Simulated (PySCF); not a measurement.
## Excitation energy of Sb⁺ by level of theory

Sb⁺ [Kr] 4d10 5s2 5p2 (3P) → Sb⁺ [Kr] 4d10 5s1 5p3 (5S), as a difference of total energies. Calculation: PySCF 2.14, in x2c-QZVPPall (13s9p7d4f1g, 112 functions); scalar relativity by spin-free X2C-1e. Correlated levels: valence: [Kr] 4d10 frozen. The calculations carry no spin-orbit coupling.

```csv
method,excitation energy (eV)
UHF,4.127
MP2 (valence),5.004
SCS-MP2 (valence),5.386
CCSD (valence),5.186
CCSD(T) (valence),5.221
```

Errors of the correlated levels include the incompleteness of this basis and the frozen core.

**Question.** Which method comes closest to the reference value, and which is furthest?

**Answer.** The reference is 5.897 eV (measured; NIST levels, between the centres of gravity of the two terms). Closest: SCS-MP2 (valence) (error -0.511 eV); furthest: UHF (error -1.770 eV).
